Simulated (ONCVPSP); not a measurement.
## Varying the ONCV potential for He (Z = 2)

Base potential:

```json
{
 "Element": "helium",
 "Generator": "ONCVPSP 4.0.1",
 "Type": "optimised norm-conserving Vanderbilt (ONCV)",
 "Functional": "LDA (Perdew-Wang 92)",
 "Relativity": "scalar-relativistic",
 "Frozen core": "none",
 "Valence charge": "2",
 "Reference configuration": "1s1.5 (charge +0.5)",
 "Partial waves": "1s: rc 0.60 bohr, ncon 4, nbas 7, qcut 8.9 1/bohr, 2 projectors, debl 3 Ha; p scattering state at 0.47 Ha: rc 0.65 bohr, ncon 4, nbas 7, qcut 13.5 1/bohr, 2 projectors, debl 2.8 Ha",
 "Local potential": "polynomial inside 0.55 bohr (lpopt 5, dvloc0 0 Ha)",
 "Core correction": "none"
}
```

All-electron outer shells of the reference configuration (LDA (PZ), scalar-relativistic, ld1.x):

| shell | level (eV) | outermost node (bohr) | outermost maximum (bohr) |
| --- | --- | --- | --- |
| 1s | -26.25 | – | 0.54 |

Cutoffs, loose and tight: the cutoffs (Ha) at which the residual kinetic energy of the hardest occupied pseudo-wave falls to 1 and 0.1 mHa per electron. They do not see the model core or the augmentation charge, which bear on the density cutoff. Test errors are all-electron minus pseudo excitation energies from the reference, over the configurations 1s2; 1s1. A dash means not determined; rows that change the core or the reference have their own tests.

| change | outcome | cutoff, loose | cutoff, tight | bound ghosts | GHOST(+) flags above zero | largest test error (meV) |
| --- | --- | --- | --- | --- | --- | --- |
| base | generated | 229 Ha | 322 Ha | none | none | +4.8 |
| s: rc 0.42; local potential polynomial inside 0.42 bohr (lpopt 5, dvloc0 0 Ha) | generated | 480 Ha | 658 Ha | none | s | +1.0 |
| s: rc 0.48; local potential polynomial inside 0.48 bohr (lpopt 5, dvloc0 0 Ha) | generated | 379 Ha | 510 Ha | none | s | +1.5 |
| s: rc 0.56 | generated | 274 Ha | 374 Ha | none | none | +3.5 |
| s: rc 0.62 | generated | 210 Ha | 303 Ha | none | none | +5.4 |
| s: rc 0.8 | generated | 46 Ha | 168 Ha | none | none | +13 |
| s: rc 0.86 | generated | 40 Ha | 139 Ha | none | none | +16 |

Question: What comes out with this change to the base: s: rc 0.68?

Answer: outcome: generated; cutoff, loose: 114 Ha; cutoff, tight: 246 Ha; bound ghosts: none; GHOST(+) flags above zero: none; largest test error (meV): +7.8.

Question: What comes out with this change to the base: s: rc 0.72?

Answer: outcome: generated; cutoff, loose: 93 Ha; cutoff, tight: 218 Ha; bound ghosts: none; GHOST(+) flags above zero: none; largest test error (meV): +9.4.

Reading the sweep of the s radius (base included, trends over the rows without a ghost): The loose cutoff falls from 480 Ha at 0.42 to 40 Ha at 0.86 bohr. A larger radius leaves more room for a smooth pseudo-wave, so fewer plane waves are needed; a smaller one forces it to follow the all-electron wave where it bends sharply. The median size of the test errors (rows with all tests solved) rises from 0.7 meV at 0.42 to 12.3 meV at 0.86 bohr. More of the atom is replaced by a form fitted at one configuration, so other configurations suffer as the radius grows.
